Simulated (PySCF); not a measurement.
Delta-SCF ions had no search for a lower state. Excitations are Tamm–Dancoff values on a coarser integration grid. The basis has no diffuse functions, so Rydberg states are missing or too high.

Z-matrix (Å, degrees):
```
N
H 1 1.0076
C 1 1.3615 2 116.91
N 3 1.2810 1 121.19 2 -157.04
H 4 1.0152 3 110.73 1 -176.09
H 3 1.0963 4 125.08 5 2.93
C 1 1.4530 2 118.23 3 -151.12
H 7 1.0899 1 108.17 2 -27.46
H 7 1.0957 8 109.71 1 116.41
O 7 1.4044 8 107.53 9 120.71
H 10 0.9722 7 104.33 8 -175.51
```
Charge 0, multiplicity 1.

Task: What total energy, vertical ionisation energy (Delta-SCF), HOMO, S1 excitation (TDA) and S1–T1 gap (TDA) does PySCF with r2SCAN-D4/def2-TZVP give?

Result: 
The total energy is -264.5038 Ha. The vertical ionisation energy (Delta-SCF) comes out as 9.21 eV, the HOMO comes out as -6.14 eV and the S1 excitation (TDA) is 6.18 eV. The S1–T1 gap (TDA) is 1.47 eV.
